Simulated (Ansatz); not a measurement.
A nudged elastic band was laid between two geometries of BH₆NOSi (10 atoms, charge 0, multiplicity 1).

Level of theory: RKS BLYP/def2-SVP in Ansatz 0.2.0.

```json
{
  "movable images": "5",
  "climbing image": "yes",
  "spring": "5.0 eV/Å²",
  "optimiser": "quadratic models (default)",
  "start path": "through a guess of the saddle point",
  "force threshold": "0.05 eV/Å",
  "iteration limit": "60",
  "end points": "relaxed"
}
```

Image 0:

```xyz
10
Properties=species:S:1:pos:R:3
B -1.804 1.053 0.044
O -0.800 0.360 -0.546
Si 0.859 0.113 -0.179
N 1.276 -1.541 0.106
H -1.604 1.689 1.070
H -2.906 1.019 -0.473
H 1.179 0.897 1.055
H 1.588 0.572 -1.396
H 1.273 -2.215 -0.664
H 1.022 -1.997 0.987
```

Image 6:

```xyz
10
Properties=species:S:1:pos:R:3
B -1.805 1.055 0.044
O -0.805 0.352 -0.542
Si 0.857 0.110 -0.179
N 1.280 -1.541 0.106
H -2.911 1.010 -0.465
H -1.598 1.706 1.058
H 1.178 0.897 1.053
H 1.580 0.572 -1.398
H 1.273 -2.218 -0.663
H 1.033 -1.995 0.989
```

Task: Which bonds break or form, and what moves?

Result: No bond is made or broken. The dihedral H6–B1–O2–Si3 changes from -179 to 0° by way of a nearly straight angle B1–O2–Si3 (up to 176°), not by a turn about the bond. The two ends are copies of one structure, up to a mirror image or an exchange of like atoms.

Task: What energy profile does the band end with?

Result: It converged. The highest image is number 4 of 0 to 6, 2.5 kcal/mol above the ends, which have the same energy within 2 meV. Beside the main top the profile has a ripple of under 15 meV (maxima at images 1, 4), which may be a very shallow well or noise. A vibrational analysis at the climbing image gives 2 clearly imaginary modes (144i, 77i cm⁻¹): a point of higher order, so a lower path passes nearby.

```
image  path coordinate (Å)  energy (kcal/mol)  angle B1–O2–Si3 (°)
    0                 0.00                0.0                  134
    1                 1.12                0.5                  134
    2                 2.23                0.4                  134
    3                 3.35                0.2                  140
    4                 4.47                2.5                  176
    5                 5.33                0.8                  144
    6                 6.18                0.0                  134
```

Task: What is the geometry of the highest image?

Result: 
```xyz
10
Properties=species:S:1:pos:R:3
B -1.877 1.078 -0.095
O -0.598 0.656 -0.073
Si 1.001 0.141 0.074
N 1.204 -1.577 0.042
H -2.301 1.657 -1.084
H -2.600 0.877 0.869
H 1.485 0.663 1.388
H 1.765 0.696 -1.084
H 1.145 -2.083 -0.846
H 0.859 -2.158 0.812
```

Time of the run: 4.8 min on 1 thread of Arm Neoverse V1, on a shared host, peak memory 0.12 GiB.
